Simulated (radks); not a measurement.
Removal energies from the cobalt ion Co13+, [Ne] 3s2 3p2, by Delta-SCF beside the eigenvalue of the level emptied. Method: scalar-relativistic Kohn-Sham, PBEsol, spin-polarised, spherical densities, finite nucleus; Fermi nuclear charge, rms radius of each element as measured or else 0.836 A^(1/3) + 0.57 fm; computed with a radial shooting solver on a logarithmic mesh with Libxc functionals. Open shells are filled with parallel spins first.

removed from   final configuration  Delta-SCF (eV)  -eigenvalue (eV)
3p                    [Ne] 3s2 3p1          409.15            392.78
3s                    [Ne] 3s1 3p2          438.24            423.85
2p            [He] 2s2 2p5 3s2 3p2          1208.9            1163.7
2s            [He] 2s1 2p6 3s2 3p2          1329.6            1290.1
